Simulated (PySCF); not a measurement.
[La(H2O)2]3+ at several levels of theory

Computed with PySCF 2.14.0 (density fitting, no spin-orbit coupling) at the geometry relaxed with PBE:

```xyz
7
[La(H2O)2]3+ (singlet)
La    0.6147    1.0586   -0.0199
O    -0.0442   -0.1387    1.9211
H     0.1537    0.0814    2.8783
H    -0.5865   -0.9762    1.9943
O    -0.1289   -0.1732   -1.9155
H     0.1781   -1.0649   -2.2514
H    -0.7987    0.1031   -2.6069
```

```tsv
level	basis	state	HOMO (eV)	gap (eV)	charge on La1 (e)	population of f-type functions on La1 (core shells left out)	dipole about the centre of mass (D)	largest force component (eV/Å)
PBE	La def2-SVP with ECP46, O def2-SVP, H def2-SVP	singlet	-23.90	4.96	2.18	0.08	2.88	0.02
HF	the same	singlet	-30.26	15.76	2.48	0.07	1.91	1.74
BLYP	the same	singlet	-23.77	4.91	2.18	0.07	2.86	0.18
TPSS	the same	singlet	-23.96	5.25	2.22	0.08	2.75	0.12
PBE	La def2-TZVP with ECP46, O def2-TZVP, H def2-TZVP	singlet	-23.96	5.01	2.32	0.07	2.82	0.27
PBE	La x2c-SVPall, O x2c-SVPall, H x2c-SVPall	singlet	-24.02	4.84	2.20	0.10	2.93	0.58
```

Charges are Mulliken's, which hang on the basis. The relaxation used the grid (50, 194), these runs (75, 302) or, all-electron (x2c bases, spin-free X2C Hamiltonian), (99, 590).

Task: What does r2SCAN with La def2-SVP with ECP46, O def2-SVP, H def2-SVP give here?

Result: state singlet, HOMO (eV) -24.25, gap (eV) 5.80, charge on La1 (e) 2.27, population of f-type functions on La1 (core shells left out) 0.07, dipole about the centre of mass (D) 2.61, largest force component (eV/Å) 0.37. Time: 4.2 s on 2 threads of Arm Neoverse V2, with other jobs on the host, from an already converged density.

In the first row's basis the gap widens with exact exchange: 4.9 to 5.8 eV for BLYP, PBE, TPSS, r2SCAN (none); 15.8 eV for Hartree–Fock (rising or full at long range).

A frequency check found unstable modes (1, the lowest at -47 cm⁻¹), so the relaxed geometry is probably a saddle point.
